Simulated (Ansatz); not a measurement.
An input meant for B(OH)3 (BO₃H₃) (charge 0, singlet).

```yaml
crystal:
  periodic: [false, false, false]
  atoms:
    - {symbol: B, position_ang: [0.173589, -0.126893, -0.075815]}
    - {symbol: O, position_ang: [1.497129, -0.209044, -0.393956]}
    - {symbol: H, position_ang: [1.946712, 0.630232, -0.256338]}
    - {symbol: O, position_ang: [-0.316170, 1.081053, 0.377728]}
    - {symbol: H, position_ang: [-1.252533, 1.096624, 0.591031]}
    - {symbol: O, position_ang: [-0.560045, -1.273379, -0.236417]}
    - {symbol: H, position_ang: [-1.488672, -1.198592, -0.006243]}
basis:
  gaussian: {orbitals: STO-3G, fitting: {mean_field: cc-pVTZ-jkfit}}
total_charge: -2
hamiltonian: {xc: {name: B3LYP}, dispersion: d3bjatm}
```

```sh
$ ansatz run in.yaml --threads 4 --pin off --events-out ev --progress --plain --max-ram 3916MiB
```

It prints (some lines left out):

```
Functional definition: B3LYP
406 factors; integrals over basis functions are off by at most 7.6e-4 eV
mean field evaluation 1: about -6742.6792 eV, gradient 1.7e1 eV
mean field evaluation 2: about -6736.3741 eV, gradient 4.0e1 eV
mean field evaluation 4: about -6741.7141 eV, gradient 2.0e1 eV
mean field evaluation 8: about -6743.9356 eV, gradient 1.6e0 eV
mean field evaluation 16: about -6743.9465 eV, gradient 1.3e-3 eV
mean field -6743.94646488 eV, -247.8354613734 hartree, gradient 2.0e-5 eV, S^2 0.000000; 1 other end points of the search recorded, 0 dependent functions left out
reference -6743.94660478 eV, -247.8354665146 hartree; 17, 17 occupied and 6, 6 virtual orbitals, 406 factors
Total energy: -6744.08863606 eV, -247.8406860676 hartree
```

In this input the charge is far from what the species holds (-2 typed, 0 meant). The run converged. The result belongs to that input, not to the species as meant.

B3LYP takes the VWN-RPA correlation. A multiply charged anion in the gas phase is held together partly by the finite basis. The highest occupied level of an anion often lies above zero with these methods, and sets without diffuse functions describe the outer electron poorly.
